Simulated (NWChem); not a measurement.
Species: H2TeSeO; SMILES O[Te][SeH]

```xyz
5

Te     0.3197    -0.8425    -0.0041
O     -1.5573    -1.6210     0.0562
H     -1.8571    -1.6281    -0.8762
Se    -0.0633     1.6633    -0.0239
H     -0.1545     1.8526     1.4531
```
Atoms are numbered in this order, from 1.

Geometry: optimised at PBE-D3(BJ)/def2-SVP. B3LYP is NWChem's, with the RPA form of VWN correlation. def2 effective core potentials on Te; no spin-orbit coupling.

**Question.** List the 4 lowest vertical singlet excitations from B3LYP/def2-SVP with def2 effective core potentials on Te, full TDDFT (NWChem).

**Answer.** 
| state | energy (eV) | oscillator strength | leading excitation (squared amplitude) |
|---|---|---|---|
| S1 | 3.28 | 0.000 | HOMO → LUMO (0.96) |
| S2 | 3.40 | 0.001 | HOMO → LUMO+1 (0.96) |
| S3 | 4.07 | 0.004 | HOMO−1 → LUMO (0.90) |
| S4 | 4.53 | 0.006 | HOMO−1 → LUMO+1 (0.75) |
